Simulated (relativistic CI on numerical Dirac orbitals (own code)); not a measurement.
Cu²⁺ in a cubic cluster: 2p photoemission with charge transfer

Computed with a charge-transfer multiplet model of a cubic metal-ligand cluster with up to one ligand hole, Slater and spin-orbit integrals from Dirac-Coulomb-Breit ions, Slater integrals scaled by 0.7. The ground state mixes d9 with configurations of k ligand holes L, whose averages lie at kΔ + k(k − 1)U_dd/2; a core hole lowers each added d electron by U_cd. 300 K, Lorentzian 0.6 eV and Gaussian 0.8 eV FWHM.

Atomic integrals in eV (Slater integrals scaled, ζ unscaled), ground: F2dd 9.683, F4dd 6.042, zeta_d 0.099; with the core hole: F2dd 9.683, F4dd 6.042, zeta_d 0.138, zeta_core 13.377, F2cd 6.178, G1cd 4.735, G3cd 2.694.

Cluster parameters (eV): Δ = 1.7, U_dd = 7.8, U_cd = 9.7, 10Dq = 0.25, 10Dq(ligand) = 0.8, final-state hopping factor = 0.8.

```json
{"Case": "V(eg) = 1.95 eV, V(t2g) = -0.9 eV", "n_d": "9.33", "d9": "0.67", "d10L": "0.33", "S": "0.50"}
{"Case": "V(eg) = 2.25 eV, V(t2g) = -1.04 eV", "n_d": "9.35", "d9": "0.65", "d10L": "0.35", "S": "0.50"}
{"Case": "V(eg) = 2.55 eV, V(t2g) = -1.18 eV", "n_d": "9.37", "d9": "0.63", "d10L": "0.37", "S": "0.50"}
{"Case": "V(eg) = 2.85 eV, V(t2g) = -1.32 eV", "n_d": "9.38", "d9": "0.62", "d10L": "0.38", "S": "0.50"}
{"Case": "V(eg) = 3.15 eV, V(t2g) = -1.46 eV", "n_d": "9.39", "d9": "0.61", "d10L": "0.39", "S": "0.50"}
```

Weights, n_d and S are thermal averages at 300 K. Binding energies count from the first peak over 30 % of the highest in each spectrum, which can be another peak from case to case. The parameters are a model scan and need not match a compound or its usual spin state. Peaks in eV (height, largest 100):
- V(eg) = 1.95 eV, V(t2g) = -0.9 eV: 0.0 (100), 7.9 (44), 10.3 (31), 20.1 (50), 29.2 (33)
- V(eg) = 2.25 eV, V(t2g) = -1.04 eV: 0.0 (100), 8.0 (35), 10.4 (26), 20.0 (50), 29.3 (27)
- V(eg) = 2.55 eV, V(t2g) = -1.18 eV: 0.0 (100), 8.3 (28), 10.7 (23), 20.1 (50), 29.6 (23)
- V(eg) = 2.85 eV, V(t2g) = -1.32 eV: 0.0 (100), 8.5 (23), 10.8 (20), 20.1 (50), 29.7 (20)
- V(eg) = 3.15 eV, V(t2g) = -1.46 eV: 0.0 (100), 8.7 (19), 9.7 (19), 11.0 (18), 20.1 (50), 29.9 (18)

For the case V(eg) = 2.85 eV, V(t2g) = -1.32 eV, Δ = 1.7 eV is smaller than U_dd = 7.8 eV, the charge-transfer side of the Zaanen-Sawatzky-Allen scheme. With the core hole the average of the configuration with one ligand hole lies at Δ − U_cd = -8.0 eV before mixing: it lies below the unscreened one, so the lowest final states are mostly screened and the unscreened weight appears at higher binding energy as a satellite.
